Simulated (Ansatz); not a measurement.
The same hydrolysis along the group B, Al, Ga, In.

Computed with Ansatz on PBE0-D4/def2-TZVP structures; ΔE is electronic, products minus reactants. CBS: MP2 limit from def2 TZ/QZ plus the TZ coupled-cluster correction, frozen cores. This one scheme is used for every species. DFT in def2-TZVPP. Elements past krypton have def2 core potentials. For Ga, I, In outer-core shells are correlated without core-valence functions, which leaves a few kJ/mol of doubt a bond. Scalar relativity is left out up to krypton.

```json
{"reaction": "`BI` + H₂O → `BO` + HI", "B97M-V (eV)": "-0.81", "MP2/CBS(def2) (eV)": "-0.60", "B2PLYP (eV)": "-0.78", "CCSD(T)/CBS(def2) (eV)": "-0.66"}
{"reaction": "`[AlH2][I]` + H₂O → `[OH][AlH2]` + HI", "B97M-V (eV)": "0.06", "MP2/CBS(def2) (eV)": "0.28", "B2PLYP (eV)": "0.11", "CCSD(T)/CBS(def2) (eV)": "0.23"}
{"reaction": "`[GaH2][I]` + H₂O → `[OH][GaH2]` + HI", "B97M-V (eV)": "0.66", "MP2/CBS(def2) (eV)": "0.84", "B2PLYP (eV)": "0.70", "CCSD(T)/CBS(def2) (eV)": "0.79"}
{"reaction": "`[InH2][I]` + H₂O → `[OH][InH2]` + HI", "B97M-V (eV)": "1.11", "MP2/CBS(def2) (eV)": "1.33", "B2PLYP (eV)": "1.18", "CCSD(T)/CBS(def2) (eV)": "1.26"}
```

Largest T1 diagnostic: 0.017, for `[OH][InH2]`.
